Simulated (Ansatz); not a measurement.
A geometry relaxed with Ansatz (a program for electronic structure) with PBE0-D3(BJ)/def2-TZVP, charge 0, multiplicity 1:

```xyz
4

F     -0.8699    -1.4885     0.0022
F     -0.8549     1.4972    -0.0005
Ga     0.0003     0.0000     0.0001
F      1.7245    -0.0086    -0.0017
```

Problem. Write the SMILES of this molecule.

Solution. `[F][Ga]([F])[F]`
